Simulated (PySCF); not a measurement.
**How methods differ on the fine-structure interval of Eu⁵⁸⁺**

Eu⁵⁸⁺ [He] 2s2 2p1 [2p1/2^1, M_J = 1/2] → Eu⁵⁸⁺ [He] 2s2 2p1 [2p3/2^1, M_J = 3/2], as a difference of total energies. Computed with PySCF 2.14 in an uncontracted even-tempered set (17 s from 40 bohr⁻², ratio 2.4; 13 p from 51 bohr⁻², ratio 2.4; 5 d from 170 bohr⁻², ratio 2.6; 4 f from 250 bohr⁻², ratio 2.6), with the two-component X2C-1e Hamiltonian. Correlated levels: nothing frozen; the 32 highest virtual spinors dropped. "Screened" scales the spin-orbit matrix elements by Boettger's factors to mimic the two-electron term; Breit and QED terms are absent.

```csv
method,fine-structure interval (cm⁻¹)
GHF (screened spin-orbit),5788000
GMP2 (screened spin-orbit),5773600
GHF (bare spin-orbit),5992600
```
